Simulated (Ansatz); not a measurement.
One change: `[CH3][SbH][C](C)=O` becomes `C[C](=O)[GeH2][F]`.

Ansatz, PBE0-D4/def2-TZVP geometries, multiplicity 1. Each molecule was computed in one conformer, which needn't be the lowest.

Elements past krypton have def2 core potentials. Scalar relativity is left out up to krypton.

```json
{"property": "size of the dipole moment (B3LYP/def2-TZVPP) / D", "`[CH3][SbH][C](C)=O`": "1.71"}
{"property": "LUMO energy (PBE0/def2-TZVPP) / eV", "`[CH3][SbH][C](C)=O`": "-0.88"}
{"property": "HOMO–LUMO gap (PBE0/def2-TZVPP) / eV", "`[CH3][SbH][C](C)=O`": "5.51"}
{"property": "HOMO energy (PBE0/def2-TZVPP) / eV", "`[CH3][SbH][C](C)=O`": "-6.39"}
{"property": "LUMO energy (PBE/def2-TZVPP) / eV", "`[CH3][SbH][C](C)=O`": "-1.98"}
{"property": "HOMO energy (B3LYP/def2-TZVPP) / eV", "`[CH3][SbH][C](C)=O`": "-6.20"}
```

Question: What does the change do to each property? (Estimate.)

Answer: Ansatz gave: 
| property | `C[C](=O)[GeH2][F]` | shift |
| --- | --- | --- |
| size of the dipole moment (B3LYP/def2-TZVPP) / D | 0.63 | -1.08 |
| LUMO energy (PBE0/def2-TZVPP) / eV | -1.37 | -0.49 |
| HOMO–LUMO gap (PBE0/def2-TZVPP) / eV | 5.84 | 0.33 |
| HOMO energy (PBE0/def2-TZVPP) / eV | -7.21 | -0.82 |
| LUMO energy (PBE/def2-TZVPP) / eV | -2.49 | -0.51 |
| HOMO energy (B3LYP/def2-TZVPP) / eV | -7.01 | -0.81 |

With PBE0 the HOMO falls by 0.82 eV and the LUMO falls by 0.49 eV, so the gap widens by about 0.33 eV. PBE moves the HOMO by -0.56 eV and ωB97M-V by -0.99 eV. Dipoles are sizes alone; their direction can turn.

B3LYP here is the variant with VWN-RPA as its local correlation; programs differ in this.
